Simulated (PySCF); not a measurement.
# Optical rotation: `N#[C][Ge@H]([NH2])[Si@@H](F)[SiH3]`, CH₇FGeN₂Si₂

Geometry:
| atom | x (Å) | y (Å) | z (Å) |
| --- | --- | --- | --- |
| N1 | -0.747 | -2.928 | 0.955 |
| C2 | -0.994 | -1.824 | 0.773 |
| Ge3 | -1.324 | 0.056 | 0.491 |
| N4 | -2.422 | 0.002 | -0.964 |
| Si5 | 0.664 | 1.154 | -0.134 |
| F6 | 0.816 | 2.350 | 0.955 |
| Si7 | 2.588 | -0.146 | -0.076 |
| H8 | -2.079 | 0.384 | 1.793 |
| H9 | -2.690 | 0.886 | -1.371 |
| H10 | -3.246 | -0.582 | -0.908 |
| H11 | 0.379 | 1.941 | -1.338 |
| H12 | 3.201 | -0.209 | -1.406 |
| H13 | 2.276 | -1.508 | 0.364 |
| H14 | 3.576 | 0.423 | 0.843 |

Method used: TDDFT BHandHLYP/def2-SVPD circular dichroism and optical rotation, one conformer, gas phase (PySCF). Geometry: GFN2-xTB.

The molecule is flexible and this is one conformer; a measurement averages over conformers. The calculation is non-relativistic, which matters for the atoms heavier than Zn.

Stereocentres: Ge3 R, Si5 S.

(1) What is the specific rotation at 633, 589.3, 546, 436, 405, 365, 355 nm?

(2) And for the mirror image at 589.3 nm?

(3) What is the molar rotation [Φ] = [α]·M/100 of the geometry above at 589.3 nm?

Answers

(1) [α] in deg dm⁻¹ (g/mL)⁻¹:
| λ (nm) | origin-invariant length gauge | modified velocity gauge | length gauge (centre of mass) | isotropic polarisability (au) |
| --- | --- | --- | --- | --- |
| 633 | -11.5 | -7.0 | -12.1 | 108.1 |
| 589.3 | -13.1 | -7.8 | -13.8 | 108.6 |
| 546 | -15.0 | -8.6 | -15.8 | 109.3 |
| 436 | -21.0 | -9.9 | -22.4 | 112.1 |
| 405 | -22.5 | -9.0 | -24.2 | 113.4 |
| 365 | -22.5 | -4.3 | -24.7 | 115.7 |
| 355 | -21.7 | -1.8 | -24.0 | 116.5 |

(2) +13.1 deg dm⁻¹ (g/mL)⁻¹ (origin-invariant length gauge): the same size and the opposite sign.

(3) With M = 194.88 g/mol, -25.5 deg cm² dmol⁻¹ (origin-invariant length gauge).

The first excitation lies at 5.65 eV (219 nm) with R = +6.9 × 10⁻⁴⁰ esu² cm² (velocity form).
